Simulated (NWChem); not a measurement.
# Basis-set convergence for H$_{4}$OSi

SMILES: O[SiH3]
```xyz
6

Si     0.5292    -0.0903     0.0000
O     -1.0982     0.2836     0.0000
H      0.9233    -0.8802    -1.2075
H      1.2520     1.2072     0.0000
H      0.9233    -0.8802     1.2075
H     -1.7219    -0.4515     0.0000
```
Charge 0, spin multiplicity 1.

Everything below was run with NWChem. All single points use one geometry, from B3LYP/def2-SVP, a minimum by its harmonic frequencies.

Quantity: LUMO energy at the level PBE0.

The Pople sets run with spherical d functions. The structure started from a generated list of species.

```tsv
basis	functions	LUMO energy (eV)
STO-3G	18	7.50
3-21G	30	0.92
6-31G*	40	…
6-31+G*	48	…
6-311G**	68	0.11
aug-pcseg-1	86	-0.51
def2-TZVP	92	0.00
cc-pVTZ	120	0.19
aug-cc-pVTZ	188	-0.51
cc-pVQZ	234	…
```

Q: Fill in the missing entries.

A: 
- 6-31G*, LUMO energy (eV): 0.48
- 6-31+G*, LUMO energy (eV): -0.37
- cc-pVQZ, LUMO energy (eV): -0.13
